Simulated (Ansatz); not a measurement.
Species: C2NO, SMILES `[C-]#[N+][C]=O` (charge 0, multiplicity 2), formula C2NO.

How many basis functions does frozen-core CCSD(T)/cc-pVTZ // PBE-D3(BJ)/def2-TZVP in Ansatz (a quantum-chemistry and plane-wave program) use, how many core orbitals are frozen, and how many electrons are correlated?

120 basis functions and 4 frozen orbitals, which leaves 19 correlated electrons. Core time is of the order of seconds.
